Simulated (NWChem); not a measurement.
System: C3H6OSi; SMILES C#C[SiH2]OC

```xyz
11

Si     0.9616    -0.0254    -0.0937
C     -0.0634     1.5029     0.0118
C     -0.7730     2.5041     0.0852
O      0.0858    -1.3597     0.4177
C     -1.1388    -1.7484    -0.1778
H      2.1314     0.0760     0.8318
H      1.4093    -0.1780    -1.5237
H     -1.3918     3.3899     0.1521
H     -1.5277    -2.6333     0.3659
H     -1.0131    -2.0304    -1.2493
H     -1.9054    -0.9418    -0.1223
```
Atoms are numbered in this order, from 1.

Computed with NWChem. Pople sets run with spherical d functions. The geometry was optimised at PBE-D3(BJ)/def2-SVP. B3LYP is NWChem's, with the RPA form of VWN correlation. Vertical excitations in the gas phase; the lowest state need not have the same character in each row.

| level | lowest excitation, singlet (eV) | oscillator strength of that lowest state | orbital gap (eV) |
|---|---|---|---|
| PBE/6-31+G*, TDA | 5.26 | 0.003 | 5.18 |
| B3LYP/6-31+G*, TDA | 5.65 | 0.001 | 7.11 |
| BHandHLYP/6-31+G*, TDA | 5.70 | 0.000 | 9.56 |
